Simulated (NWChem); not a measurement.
System: CH$_{6}$CuN; SMILES [CH3][Cu]<-[NH3]

The following NWChem deck was run.

```
start job
memory heap 200 mb stack 900 mb global 1100 mb
geometry units angstroms
  Cu    -0.013532     0.021082     0.023514
  C     -0.789042     1.228966     1.347836
  H     -1.173112     0.718585     2.236251
  H     -1.633585     1.811904     0.970454
  H     -0.083285     1.970892     1.732634
  N      0.754636    -1.175462    -1.290464
  H      0.424778    -0.909131    -2.215856
  H      0.465371    -2.129219    -1.080199
  H      1.769935    -1.104946    -1.250359
end
basis spherical
  * library 6-31g*
end
dft
  xc b3lyp
  iterations 150
  convergence damp 70 ncydp 30 lshift 0.3 ncysh 40
end
driver
  maxiter 120
end
task dft optimize
task dft freq
```

NWChem printed, in part:

```
             Northwest Computational Chemistry Package (NWChem) 7.3.0
             --------------------------------------------------------

 C3  symmetry detected

                             Geometry "geometry" -> ""
                             -------------------------

 Output coordinates in angstroms (scale by  1.889725989 to convert to a.u.)

  No.       Tag          Charge          X              Y              Z
 ---- ---------------- ---------- -------------- -------------- --------------
    1 Cu                  29.0000     0.00000000     0.00000000     0.03044485
    2 C                    6.0000     0.00000000    -0.00000000     1.98344961
    3 H                    1.0000     0.62388458     0.78356646     2.42305445
    4 H                    1.0000     0.36664617    -0.93208313     2.42305445
    5 H                    1.0000    -0.99053075     0.14851667     2.42305445
    6 N                    7.0000     0.00000000    -0.00000000    -1.90561745
    7 H                    1.0000     0.10368941    -0.95703060    -2.23781317
    8 H                    1.0000     0.77696810     0.56831296    -2.23781317
    9 H                    1.0000    -0.88065751     0.38871763    -2.23781317

 Effective nuclear repulsion energy (a.u.)     171.9493068872

      Symmetry information
      --------------------

 Group name             C3
 Group number              5
 Group order               3
 No. of unique centers     5

                                Z-matrix (autoz)
                                --------

 Units are Angstrom for bonds and degrees for angles

[...]

      ----------------------
      Optimization converged
      ----------------------

  Step       Energy      Delta E   Gmax     Grms     Xrms     Xmax
  ---- ---------------- -------- -------- -------- -------- --------
@    5   -1736.73885645 -3.7D-07  0.00008  0.00001  0.00058  0.00108
                                     ok       ok       ok       ok

                                Z-matrix (autoz)
                                --------

 Units are Angstrom for bonds and degrees for angles

[...]

 Rotational Constants
 --------------------
 A=   2.896690 cm-1  (  4.167598 K)
 B=   0.133562 cm-1  (  0.192162 K)
 C=   0.133562 cm-1  (  0.192162 K)

 Temperature                      =   298.15K
 frequency scaling parameter      =   1.0000

 Zero-Point correction to Energy  =   46.284 kcal/mol  (  0.073758 au)
 Thermal correction to Energy     =   50.077 kcal/mol  (  0.079802 au)
 Thermal correction to Enthalpy   =   50.669 kcal/mol  (  0.080746 au)

 Total Entropy                    =   74.296 cal/mol-K
   - Translational                =   39.547 cal/mol-K (mol. weight =  94.9798)
   - Rotational                   =   20.769 cal/mol-K (symmetry #  =        3)
   - Vibrational                  =   13.980 cal/mol-K

 Cv (constant volume heat capacity) =   18.301 cal/mol-K
   - Translational                  =    2.979 cal/mol-K
   - Rotational                     =    2.979 cal/mol-K
   - Vibrational                    =   12.342 cal/mol-K

[normal modes left out]

 ----------------------------------------------------------------------------
 Normal Eigenvalue ||           Projected Infra Red Intensities
  Mode   [cm**-1]  || [atomic units] [(debye/angs)**2] [(KM/mol)] [arbitrary]
 ------ ---------- || -------------- ----------------- ---------- -----------
    1       -0.000 ||    0.000548           0.013         0.534       0.276
    2       -0.000 ||    0.009936           0.229         9.686       5.000
    3       -0.000 ||    0.002686           0.062         2.618       1.352
    4        0.000 ||    0.002583           0.060         2.518       1.300
    5        0.000 ||    0.000046           0.001         0.045       0.023
    6        0.000 ||    0.009612           0.222         9.370       4.837
    7       46.697 ||    0.000000           0.000         0.000       0.000
    8      116.362 ||    0.007049           0.163         6.872       3.548
    9      116.371 ||    0.007049           0.163         6.872       3.548
   10      476.248 ||    0.001643           0.038         1.602       0.827
   11      591.203 ||    0.000073           0.002         0.071       0.037
   12      591.206 ||    0.000073           0.002         0.071       0.037
   13      619.542 ||    0.013624           0.314        13.281       6.856
   14      725.609 ||    0.057783           1.333        56.330      29.080
   15      725.611 ||    0.057783           1.333        56.329      29.080
   16     1290.672 ||    0.010588           0.244        10.321       5.328
   17     1306.733 ||    0.143277           3.306       139.674      72.105
   18     1466.269 ||    0.000852           0.020         0.831       0.429
   19     1466.270 ||    0.000852           0.020         0.831       0.429
   20     1697.312 ||    0.021280           0.491        20.745      10.709
   21     1697.313 ||    0.021280           0.491        20.745      10.710
   22     2988.724 ||    0.052069           1.201        50.759      26.204
   23     3035.989 ||    0.030577           0.705        29.808      15.388
   24     3035.989 ||    0.030577           0.705        29.808      15.388
   25     3401.695 ||    0.008222           0.190         8.015       4.138
   26     3497.842 ||    0.023221           0.536        22.637      11.686
   27     3497.843 ||    0.023221           0.536        22.637      11.686
 ----------------------------------------------------------------------------
```

Level: B3LYP/6-31G* (spherical d).
